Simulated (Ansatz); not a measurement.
HBN, doublet (typed; the unrestricted solution is spin-contaminated), at a GFN2-xTB geometry.

Input for Ansatz (an electronic-structure program):
Ansatz 0.2 input:
```yaml
crystal:
  periodic: [false, false, false]
  atoms:
    - {symbol: B, position_ang: [-0.00000000, -0.00000000, -0.84064362]}
    - {symbol: N, position_ang: [0.00000000, 0.00000000, 0.40129173]}
    - {symbol: H, position_ang: [0.00000000, 0.00000000, 1.39417598]}
basis:
  gaussian:
    orbitals: 6-31G__.json
magnetization: {spin_polarized: true, initial_magnetization: 1}
correlation: {method: ccsd_t, electrons: outside_noble_gas}
accuracy: high
```
The basis file holds 6-31G** in the JSON format of the Basis Set Exchange.

**Question.** What does this run give for the total energy, SCF-reference <S^2>, number of basis functions, coupled-cluster correlation energy (without the perturbative part)?

**Answer.** 
- total energy: -79.8940 Eh
- SCF-reference <S^2>: 0.851
- number of basis functions: 35
- coupled-cluster correlation energy (without the perturbative part): -0.2346 Eh
